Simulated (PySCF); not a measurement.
Compound: C6H6FO (doublet state).
Geometry (GFN2-xTB, Å), atoms numbered from 1 in this order:
```
atom  x, y, z in Å
C1    -2.1399    0.5523    0.5824
C2    -1.2728   -0.5803    0.0294
F3    -1.4638   -0.6572   -1.3359
C4     0.1668   -0.3789    0.3534
C5     1.1336   -0.1546   -0.5739
C6     2.4520    0.0552   -0.2485
C7     3.6875    0.2836   -0.2394
O8     4.8404    0.4874   -0.0994
H9    -3.1779    0.3869    0.3048
H10   -2.0587    0.5858    1.6645
H11   -1.8117    1.5025    0.1674
H12   -1.6179   -1.5462    0.4315
H13    0.4092   -0.3959    1.4058
H14    0.8525   -0.1410   -1.6240
```

The hyperfine couplings belong to this conformer and change with its torsions.

The species is `C[C@@H](F)/C=C/[C]=C=O` [radical].

Method used: PySCF, UKS B3LYP, pcH-1 on C F H O, non-relativistic, mean-field spin-orbit, GIAO. The structure is a single GFN2-xTB conformer in the gas phase; no vibrational or solvent corrections. The geometry wasn't refined by DFT: couplings that depend on bond lengths, twists or pyramidal angles can differ widely from those at the functional's own minimum. Stability of the SCF solution: not tested.

**Question.** Where do the isotropic ENDOR lines of C4, C7, C5, C6, C1, C2, F3, H12, H13 and H14 fall at 3345.0 mT, to first order?

**Answer.** For S = 1/2 in fast tumbling each set of equivalent nuclei gives two lines, ν± = |νn ± a/2| to first order, with νn = g_N μN B/h and μN/h = 7.62259 MHz/T.

```json
{"nuclei": "C4", "isotope": "13C", "g_N": "1.4048", "νn (MHz)": "35.82", "a_iso (MHz)": "39.69", "lower line (MHz)": "15.98", "upper line (MHz)": "55.66"}
{"nuclei": "C7", "isotope": "13C", "g_N": "1.4048", "νn (MHz)": "35.82", "a_iso (MHz)": "-37.80", "lower line (MHz)": "16.92", "upper line (MHz)": "54.72"}
{"nuclei": "C5", "isotope": "13C", "g_N": "1.4048", "νn (MHz)": "35.82", "a_iso (MHz)": "-36.98", "lower line (MHz)": "17.33", "upper line (MHz)": "54.31"}
{"nuclei": "C6", "isotope": "13C", "g_N": "1.4048", "νn (MHz)": "35.82", "a_iso (MHz)": "34.98", "lower line (MHz)": "18.33", "upper line (MHz)": "53.31"}
{"nuclei": "C1", "isotope": "13C", "g_N": "1.4048", "νn (MHz)": "35.82", "a_iso (MHz)": "29.11", "lower line (MHz)": "21.27", "upper line (MHz)": "50.37"}
{"nuclei": "C2", "isotope": "13C", "g_N": "1.4048", "νn (MHz)": "35.82", "a_iso (MHz)": "-16.98", "lower line (MHz)": "27.33", "upper line (MHz)": "44.31"}
{"nuclei": "F3", "isotope": "19F", "g_N": "5.2577", "νn (MHz)": "134.06", "a_iso (MHz)": "-3.00", "lower line (MHz)": "132.56", "upper line (MHz)": "135.56"}
{"nuclei": "H12", "isotope": "1H", "g_N": "5.5857", "νn (MHz)": "142.42", "a_iso (MHz)": "48.80", "lower line (MHz)": "118.02", "upper line (MHz)": "166.82"}
{"nuclei": "H13", "isotope": "1H", "g_N": "5.5857", "νn (MHz)": "142.42", "a_iso (MHz)": "-29.10", "lower line (MHz)": "127.87", "upper line (MHz)": "156.97"}
{"nuclei": "H14", "isotope": "1H", "g_N": "5.5857", "νn (MHz)": "142.42", "a_iso (MHz)": "8.71", "lower line (MHz)": "138.07", "upper line (MHz)": "146.78"}
```

The rows for 13C, of low natural abundance, apply to labelled samples.

**Question.** Which pairs are centred on the nuclear Larmor frequency, and which on half the coupling?

**Answer.** Centred on νn, since |a| < 2νn: C4, C7, C5, C6, C1, C2, F3, H12, H13 and H14. No pair has |a| > 2νn.

**Question.** At what field would the lower line of H14 fall to zero frequency?

**Answer.** Where νn = |a|/2, that is B = 4.35 MHz/(5.5857 × 7.62259 MHz/T) = 102 mT, as far as first order holds there.

Couplings of abundant isotopes left out: H9/H10/H11 (1.3 MHz).

On one thread of an Arm Neoverse V1, shared host with 32 logical CPUs at a one-minute load of 17, this took 63 s wall (with the writing of density and orbital grids) and 1.0 GiB of memory at its peak.
